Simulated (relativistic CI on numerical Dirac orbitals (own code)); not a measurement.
Computed by Dirac-Coulomb-Breit CI, separate exchange-only KLI orbitals for each configuration, model QED (radiative potential, 1s self-energy scaled to tabulated hydrogen-like ionisation energies), unscaled Slater integrals (own radial code, finite nucleus).

The strongest absorption lines from the ground level of an ion, among the configurations computed and to levels below about 328 eV (vacuum wavelength in Å, gf): 42.501 (0.57), 42.662 (0.64), 42.896 (0.75), 42.964 (0.99), 43.311 (0.66), 58.866 (19), 59.321 (9.7), 59.391 (14).

(1) Which ion is it?
A. Ho XXI
B. Tb XXI
C. Ho XXIII
D. Eu XIX

Answers

(1) C. Ho XXIII has 45 electrons and the ground level 4s2.4p6.4d9 2D_5/2; the strongest line goes to 4s2.4p6.4d8.4f 2F°_7/2. The pattern of lines fixes the number of electrons, and along that sequence the line energies rise steadily with the charge (about as its square where n changes within one kind of shell, about linearly where n is kept but much faster in heavy ions where fine structure, which grows about as Z⁴, sets the gap, and irregularly where shells cross), which fixes Z. Configurations outside the model, such as inner-shell arrays, can give stronger lines. At this charge energies of transitions that change n are usually good to better than 1 %, and those within a shell (Δn = 0) to a few per cent.

LS names give the leading component of a level, which can be under half, so a name can repeat, a term be missing and a line seem to break the LS rules.
